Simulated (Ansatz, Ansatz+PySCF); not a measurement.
```xyz
4

C     0.0000    0.0000   -0.4398
C     0.0000    0.0000    0.7562
H     0.0000   -0.8723   -0.9492
H     0.0000    0.8723   -0.9492
```

Basis set: def2-SVP (spherical functions). Correlated methods keep 2 orbitals frozen. Charge 0, multiplicity 1.

Computed with Ansatz (development build ahead of 0.2.0); each method stands on the lowest determinant of its kind that the runs found. Restricted open shells among the atoms or ions are ROHF, correlated in semicanonical orbitals with singles.

(1) Give the atomization energy at this shape (free ground-state atoms in the same class of orbitals less the molecule, no zero-point energy) of singlet C2H2 by RHF-CCSD(T), RHF-MP2, UHF-MP2, UHF, RHF.

Answers

(1)

| method | atomization energy |
| --- | --- |
| RHF-CCSD(T) | 1347.9 kJ/mol |
| RHF-MP2 | 1356.8 kJ/mol |
| UHF-MP2 | 1347.9 kJ/mol |
| UHF | 1028.8 kJ/mol |
| RHF | 1049.3 kJ/mol |

Caution: the shape is not the minimum. Caution for UHF-MP2: another reference gives a lower total. Caution for UHF-MP2, UHF: the determinant breaks the point group; the unrestricted determinant is spin contaminated.
